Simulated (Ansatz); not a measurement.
Ansatz (a quantum-chemistry and plane-wave program) input (B3LYP-D3(BJ)/def2-TZVP):

Ansatz 0.2 input:
```yaml
crystal:
  periodic: [false, false, false]
  atoms:
    - {symbol: Si, position_ang: [0.06357782, 0.22621437, -0.21092119]}
    - {symbol: C, position_ang: [1.71110328, -0.66956620, -0.07415689]}
    - {symbol: C, position_ang: [-1.50151345, -0.62920839, -0.81041169]}
    - {symbol: O, position_ang: [-0.36800944, 0.38568905, 1.66938321]}
    - {symbol: O, position_ang: [0.13131500, 1.82149934, -0.40731476]}
    - {symbol: H, position_ang: [1.63006912, -1.58445988, 0.50678340]}
    - {symbol: H, position_ang: [2.47629760, -0.04791188, 0.38855789]}
    - {symbol: H, position_ang: [2.08573975, -0.95507892, -1.05375503]}
    - {symbol: H, position_ang: [-1.39944373, -0.94948703, -1.84403358]}
    - {symbol: H, position_ang: [-2.36973223, 0.02734907, -0.76911658]}
    - {symbol: H, position_ang: [-1.72762066, -1.52194061, -0.23288020]}
    - {symbol: H, position_ang: [-1.28865506, 0.59185354, 1.88599273]}
    - {symbol: H, position_ang: [0.30958815, 2.31595524, -1.20359281]}
    - {symbol: H, position_ang: [0.22522920, 0.96254719, 2.17212761]}
basis:
  gaussian:
    orbitals: def2-TZVP
hamiltonian:
  xc: b3lyp
  dispersion: d3bj
total_charge: 1
relax: {f_tol: 0.002, max_steps: 150}
```

Output:

```
Functional definition: B3LYP
integrals: 0.14 GiB planned
1319 factors; their error is unknown
mean field: 1.28 GiB planned
mean field evaluation 1: about -14165.3707 eV, gradient 1.2e2 eV
mean field evaluation 2: about -14141.0522 eV, gradient 1.6e2 eV
mean field evaluation 4: about -14191.8828 eV, gradient 9.3e0 eV
mean field evaluation 8: about -14192.0715 eV, gradient 4.3e-1 eV
mean field evaluation 16: about -14192.0717 eV, gradient 3.4e-5 eV
mean field -14192.07170865 eV, -521.5490155612 hartree, gradient 3.4e-5 eV, S^2 0.000000; 0 other end points of the search recorded, 0 dependent functions left out
the calculation of the forces begins
reference -14192.07197909 eV, -521.5490254996 hartree; 25, 25 occupied and 190, 190 virtual orbitals, 1319 factors
relax step   1: F+E_penalty+E_count = -14192.54782882 eV  Δ(F+E_penalty+E_count) = +0.000e0 eV  max|allowed force component| = 7.998e-1 eV/Å  Δτ_max = 0.0000 Å  (27 SCF iters, accepted)
these checks for a lower state are left out or cut short: starts, cluster_reference, orbital_swaps, neighbouring_geometries, increment
integrals: 0.14 GiB planned
1319 factors; their error is unknown
mean field: 1.27 GiB planned
mean field -14192.14080825 eV, -521.5515549245 hartree, gradient 1.5e-5 eV, S^2 0.000000; 0 other end points of the search recorded, 0 dependent functions left out
the calculation of the forces begins
reference -14192.14107826 eV, -521.5515648474 hartree; 25, 25 occupied and 190, 190 virtual orbitals, 1319 factors
relax step   2: F+E_penalty+E_count = -14192.62143023 eV  Δ(F+E_penalty+E_count) = -7.360e-2 eV  max|allowed force component| = 6.118e-1 eV/Å  Δτ_max = 0.0823 Å  (30 SCF iters, accepted)
these checks for a lower state are left out or cut short: starts, cluster_reference, orbital_swaps, neighbouring_geometries, increment
integrals: 0.14 GiB planned
1319 factors; their error is unknown
mean field: 1.28 GiB planned
mean field -14192.15843893 eV, -521.5522028401 hartree, gradient 1.6e-5 eV, S^2 0.000000; 0 other end points of the search recorded, 0 dependent functions left out
the calculation of the forces begins
reference -14192.15870887 eV, -521.5522127603 hartree; 25, 25 occupied and 190, 190 virtual orbitals, 1319 factors
relax step   3: F+E_penalty+E_count = -14192.64417799 eV  Δ(F+E_penalty+E_count) = -2.275e-2 eV  max|allowed force component| = 1.665e-1 eV/Å  Δτ_max = 0.0472 Å  (30 SCF iters, accepted)
these checks for a lower state are left out or cut short: starts, cluster_reference, orbital_swaps, neighbouring_geometries, increment
integrals: 0.14 GiB planned
1319 factors; their error is unknown
mean field: 1.27 GiB planned
mean field evaluation 32: about -14192.1353 eV, gradient 6.2e-2 eV
mean field -14192.15316702 eV, -521.5520091012 hartree, gradient 1.5e-5 eV, S^2 0.000000; 0 other end points of the search recorded, 0 dependent functions left out
the calculation of the forces begins
reference -14192.15343813 eV, -521.5520190642 hartree; 25, 25 occupied and 190, 190 virtual orbitals, 1319 factors
relax step   4: F+E_penalty+E_count = -14192.63637498 eV  Δ(F+E_penalty+E_count) = +7.803e-3 eV  max|allowed force component| = 7.731e-1 eV/Å  Δτ_max = 0.0703 Å  (29 SCF iters, rejected (line search))
these checks for a lower state are left out or cut short: starts, cluster_reference, orbital_swaps, neighbouring_geometries, increment
integrals: 0.14 GiB planned
1319 factors; their error is unknown
mean field: 1.28 GiB planned
mean field -14192.16489606 eV, -521.5524401353 hartree, gradient 1.6e-5 eV, S^2 0.000000; 0 other end points of the search recorded, 0 dependent functions left out
the calculation of the forces begins
reference -14192.16516631 eV, -521.5524500669 hartree; 25, 25 occupied and 190, 190 virtual orbitals, 1319 factors
relax step   5: F+E_penalty+E_count = -14192.64997780 eV  Δ(F+E_penalty+E_count) = -5.800e-3 eV  max|allowed force component| = 5.106e-2 eV/Å  Δτ_max = 0.0340 Å  (30 SCF iters, accepted)
these checks for a lower state are left out or cut short: starts, cluster_reference, orbital_swaps, neighbouring_geometries, increment
integrals: 0.14 GiB planned
1319 factors; their error is unknown
mean field: 1.27 GiB planned
[...]
these checks for a lower state are left out or cut short: starts, cluster_reference, orbital_swaps, neighbouring_geometries, increment
integrals: 0.14 GiB planned
1319 factors; their error is unknown
mean field: 1.27 GiB planned
mean field -14192.21544359 eV, -521.5542977227 hartree, gradient 2.0e-5 eV, S^2 0.000000; 0 other end points of the search recorded, 0 dependent functions left out
the calculation of the forces begins
reference -14192.21571127 eV, -521.5543075600 hartree; 25, 25 occupied and 190, 190 virtual orbitals, 1319 factors
relax step  32: F+E_penalty+E_count = -14192.69892550 eV  Δ(F+E_penalty+E_count) = +7.065e-4 eV  max|allowed force component| = 2.251e-1 eV/Å  Δτ_max = 0.0976 Å  (30 SCF iters, rejected (line search))
these checks for a lower state are left out or cut short: starts, cluster_reference, orbital_swaps, neighbouring_geometries, increment
integrals: 0.14 GiB planned
1319 factors; their error is unknown
mean field: 1.27 GiB planned
mean field -14192.21634731 eV, -521.5543309339 hartree, gradient 1.6e-5 eV, S^2 0.000000; 0 other end points of the search recorded, 0 dependent functions left out
the calculation of the forces begins
reference -14192.21661506 eV, -521.5543407736 hartree; 25, 25 occupied and 190, 190 virtual orbitals, 1319 factors
relax step  33: F+E_penalty+E_count = -14192.70009648 eV  Δ(F+E_penalty+E_count) = -4.645e-4 eV  max|allowed force component| = 6.419e-2 eV/Å  Δτ_max = 0.0488 Å  (29 SCF iters, accepted)
these checks for a lower state are left out or cut short: starts, cluster_reference, orbital_swaps, neighbouring_geometries, increment
integrals: 0.14 GiB planned
1319 factors; their error is unknown
mean field: 1.27 GiB planned
mean field -14192.21686802 eV, -521.5543500696 hartree, gradient 1.6e-5 eV, S^2 0.000000; 0 other end points of the search recorded, 0 dependent functions left out
the calculation of the forces begins
reference -14192.21713580 eV, -521.5543599105 hartree; 25, 25 occupied and 190, 190 virtual orbitals, 1319 factors
relax step  34: F+E_penalty+E_count = -14192.70049292 eV  Δ(F+E_penalty+E_count) = -3.964e-4 eV  max|allowed force component| = 7.903e-2 eV/Å  Δτ_max = 0.0483 Å  (29 SCF iters, accepted)
these checks for a lower state are left out or cut short: starts, cluster_reference, orbital_swaps, neighbouring_geometries, increment
integrals: 0.14 GiB planned
1319 factors; their error is unknown
mean field: 1.27 GiB planned
mean field -14192.21701491 eV, -521.5543554676 hartree, gradient 1.5e-5 eV, S^2 0.000000; 0 other end points of the search recorded, 0 dependent functions left out
the calculation of the forces begins
reference -14192.21728266 eV, -521.5543653072 hartree; 25, 25 occupied and 190, 190 virtual orbitals, 1319 factors
relax step  35: F+E_penalty+E_count = -14192.70068707 eV  Δ(F+E_penalty+E_count) = -1.941e-4 eV  max|allowed force component| = 4.111e-2 eV/Å  Δτ_max = 0.0038 Å  (31 SCF iters, accepted)
these checks for a lower state are left out or cut short: starts, cluster_reference, orbital_swaps, neighbouring_geometries, increment
integrals: 0.14 GiB planned
1319 factors; their error is unknown
mean field: 1.27 GiB planned
mean field evaluation 256: about -14192.1987 eV, gradient 5.8e-3 eV
mean field -14192.21720114 eV, -521.5543623116 hartree, gradient 1.5e-5 eV, S^2 0.000000; 0 other end points of the search recorded, 0 dependent functions left out
the calculation of the forces begins
reference -14192.21746914 eV, -521.5543721604 hartree; 25, 25 occupied and 190, 190 virtual orbitals, 1319 factors
relax step  36: F+E_penalty+E_count = -14192.70041624 eV  Δ(F+E_penalty+E_count) = +2.708e-4 eV  max|allowed force component| = 8.607e-2 eV/Å  Δτ_max = 0.0269 Å  (30 SCF iters, rejected (line search))
these checks for a lower state are left out or cut short: starts, cluster_reference, orbital_swaps, neighbouring_geometries, increment
integrals: 0.14 GiB planned
1319 factors; their error is unknown
mean field: 1.27 GiB planned
mean field -14192.21726459 eV, -521.5543646432 hartree, gradient 1.5e-5 eV, S^2 0.000000; 0 other end points of the search recorded, 0 dependent functions left out
the calculation of the forces begins
reference -14192.21753237 eV, -521.5543744840 hartree; 25, 25 occupied and 190, 190 virtual orbitals, 1319 factors
relax step  37: F+E_penalty+E_count = -14192.70084232 eV  Δ(F+E_penalty+E_count) = -1.553e-4 eV  max|allowed force component| = 5.148e-3 eV/Å  Δτ_max = 0.0133 Å  (31 SCF iters, accepted)
these checks for a lower state are left out or cut short: starts, cluster_reference, orbital_swaps, neighbouring_geometries, increment
integrals: 0.14 GiB planned
1319 factors; their error is unknown
mean field: 1.27 GiB planned
mean field -14192.21736765 eV, -521.5543684308 hartree, gradient 1.5e-5 eV, S^2 0.000000; 0 other end points of the search recorded, 0 dependent functions left out
the calculation of the forces begins
reference -14192.21763544 eV, -521.5543782717 hartree; 25, 25 occupied and 190, 190 virtual orbitals, 1319 factors
relax step  38: F+E_penalty+E_count = -14192.70092731 eV  Δ(F+E_penalty+E_count) = -8.499e-5 eV  max|allowed force component| = 3.868e-3 eV/Å  Δτ_max = 0.0191 Å  (30 SCF iters, accepted)
these checks for a lower state are left out or cut short: starts, cluster_reference, orbital_swaps, neighbouring_geometries, increment
integrals: 0.14 GiB planned
1319 factors; their error is unknown
mean field: 1.27 GiB planned
mean field -14192.21751718 eV, -521.5543739257 hartree, gradient 1.5e-5 eV, S^2 0.000000; 0 other end points of the search recorded, 0 dependent functions left out
the calculation of the forces begins
reference -14192.21778496 eV, -521.5543837666 hartree; 25, 25 occupied and 190, 190 virtual orbitals, 1319 factors
relax step  39: F+E_penalty+E_count = -14192.70095581 eV  Δ(F+E_penalty+E_count) = -2.850e-5 eV  max|allowed force component| = 2.228e-2 eV/Å  Δτ_max = 0.0327 Å  (30 SCF iters, accepted)
these checks for a lower state are left out or cut short: starts, cluster_reference, orbital_swaps, neighbouring_geometries, increment
integrals: 0.14 GiB planned
1319 factors; their error is unknown
mean field: 1.27 GiB planned
mean field evaluation 288: about -14192.2175 eV, gradient 1.5e-5 eV
mean field -14192.21746037 eV, -521.5543718379 hartree, gradient 1.5e-5 eV, S^2 0.000000; 0 other end points of the search recorded, 0 dependent functions left out
the calculation of the forces begins
reference -14192.21772814 eV, -521.5543816784 hartree; 25, 25 occupied and 190, 190 virtual orbitals, 1319 factors
relax step  40: F+E_penalty+E_count = -14192.70097467 eV  Δ(F+E_penalty+E_count) = -1.886e-5 eV  max|allowed force component| = 6.573e-3 eV/Å  Δτ_max = 0.0031 Å  (31 SCF iters, accepted)
these checks for a lower state are left out or cut short: starts, cluster_reference, orbital_swaps, neighbouring_geometries, increment
integrals: 0.14 GiB planned
1319 factors; their error is unknown
mean field: 1.27 GiB planned
mean field -14192.21747414 eV, -521.5543723441 hartree, gradient 1.5e-5 eV, S^2 0.000000; 0 other end points of the search recorded, 0 dependent functions left out
the calculation of the forces begins
reference -14192.21774190 eV, -521.5543821841 hartree; 25, 25 occupied and 190, 190 virtual orbitals, 1319 factors
relax step  41: F+E_penalty+E_count = -14192.70097727 eV  Δ(F+E_penalty+E_count) = -2.601e-6 eV  max|allowed force component| = 3.275e-3 eV/Å  Δτ_max = 0.0034 Å  (31 SCF iters, accepted)
these checks for a lower state are left out or cut short: starts, cluster_reference, orbital_swaps, neighbouring_geometries, increment
integrals: 0.14 GiB planned
1319 factors; their error is unknown
mean field: 1.27 GiB planned
mean field -14192.21749142 eV, -521.5543729792 hartree, gradient 1.5e-5 eV, S^2 0.000000; 0 other end points of the search recorded, 0 dependent functions left out
the calculation of the forces begins
reference -14192.21775918 eV, -521.5543828193 hartree; 25, 25 occupied and 190, 190 virtual orbitals, 1319 factors
relax step  42: F+E_penalty+E_count = -14192.70097928 eV  Δ(F+E_penalty+E_count) = -2.010e-6 eV  max|allowed force component| = 1.242e-3 eV/Å  Δτ_max = 0.0011 Å  (31 SCF iters, accepted)
integrals: 0.14 GiB planned
1319 factors; their error is unknown
mean field: 1.27 GiB planned
mean field evaluation 320: about -14192.2175 eV, gradient 2.2e-2 eV
mean field -14192.21749142 eV, -521.5543729792 hartree, gradient 1.5e-5 eV, S^2 0.000000; 1 other end points of the search recorded, 0 dependent functions left out
the calculation of the forces begins
reference -14192.21775918 eV, -521.5543828193 hartree; 25, 25 occupied and 190, 190 virtual orbitals, 1319 factors
Total energy: -14192.70124704 eV, -521.5721506705 hartree
Atom 0 at     0.035614     0.235266    -0.194020 Å, force     0.000095     0.001059    -0.000389 eV/Å
Atom 1 at     1.619961    -0.686091    -0.133614 Å, force     0.000079     0.000002    -0.000123 eV/Å
Atom 2 at    -1.482906    -0.617942    -0.758684 Å, force    -0.000093     0.000125    -0.000257 eV/Å
Atom 3 at    -0.321938     0.587432     1.623000 Å, force    -0.000080    -0.000077     0.000341 eV/Å
Atom 4 at     0.080783     1.791199    -0.630582 Å, force    -0.000310    -0.001242     0.000419 eV/Å
Atom 5 at     1.506138    -1.633125     0.398901 Å, force     0.000080    -0.000276     0.000161 eV/Å
Atom 6 at     2.411260    -0.110665     0.349281 Å, force    -0.000135     0.000109     0.000091 eV/Å
Atom 7 at     1.942699    -0.925190    -1.150483 Å, force    -0.000138    -0.000018    -0.000070 eV/Å
Atom 8 at    -1.375120    -0.874471    -1.816004 Å, force     0.000046    -0.000004    -0.000227 eV/Å
Atom 9 at    -2.361973     0.021025    -0.661217 Å, force    -0.000020     0.000069     0.000044 eV/Å
Atom 10 at    -1.655628    -1.550073    -0.216236 Å, force     0.000193    -0.000034     0.000297 eV/Å
Atom 11 at    -0.739517    -0.034709     2.239346 Å, force     0.000110    -0.000324    -0.000227 eV/Å
Atom 12 at     0.880155     2.267171    -0.875365 Å, force     0.000122     0.000038     0.000024 eV/Å
Atom 13 at    -0.561583     1.503628     1.842340 Å, force     0.000050     0.000572    -0.000082 eV/Å
Dipole moment:    -0.040856     0.024771     0.696233 e Å
```

It need not be the lowest isomer of its formula.
